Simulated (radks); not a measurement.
Charge is removed step by step from the 3p down level of neutral zinc, starting from [Ne] 3s2 3p(up 3, down 3) 3d10 4s2. All-electron calculation, scalar-relativistic Kohn-Sham, PBEsol, spin-polarised, spherical densities, point nucleus. Program: a radial shooting solver on a logarithmic mesh with Libxc functionals.

removed (e) = 0: E - E(0) (eV) 0.000; eigenvalue (eV) -83.256; E minus straight line (eV) 0.000
removed (e) = 0.1: E - E(0) (eV) 8.399; eigenvalue (eV) -84.793; E minus straight line (eV) -0.752
removed (e) = 0.2: E - E(0) (eV) 16.953; eigenvalue (eV) -86.377; E minus straight line (eV) -1.348
removed (e) = 0.3: E - E(0) (eV) 25.668; eigenvalue (eV) -88.005; E minus straight line (eV) -1.783
removed (e) = 0.4: E - E(0) (eV) 34.548; eigenvalue (eV) -89.674; E minus straight line (eV) -2.053
removed (e) = 0.5: E - E(0) (eV) 43.597; eigenvalue (eV) -91.383; E minus straight line (eV) -2.154
removed (e) = 0.6: E - E(0) (eV) 52.819; eigenvalue (eV) -93.129; E minus straight line (eV) -2.083
removed (e) = 0.7: E - E(0) (eV) 62.217; eigenvalue (eV) -94.910; E minus straight line (eV) -1.835
removed (e) = 0.8: E - E(0) (eV) 71.795; eigenvalue (eV) -96.726; E minus straight line (eV) -1.408
removed (e) = 0.9: E - E(0) (eV) 81.556; eigenvalue (eV) -98.575; E minus straight line (eV) -0.797
removed (e) = 1: E - E(0) (eV) 91.503; eigenvalue (eV) -100.45; E minus straight line (eV) 0.000

Removing the whole electron costs 91.503 eV by Delta-SCF, against 83.256 eV from minus the eigenvalue at the starting occupation. Slater's transition state (half an electron removed) gives 91.383 eV. Integrating minus the eigenvalue over the occupation (Janak's theorem) gives 91.540 eV. In this scalar-relativistic scheme the density is built from large components alone, so the theorem holds only approximately. The mean slope of the eigenvalue, de/dn, is 17.2 eV per electron.
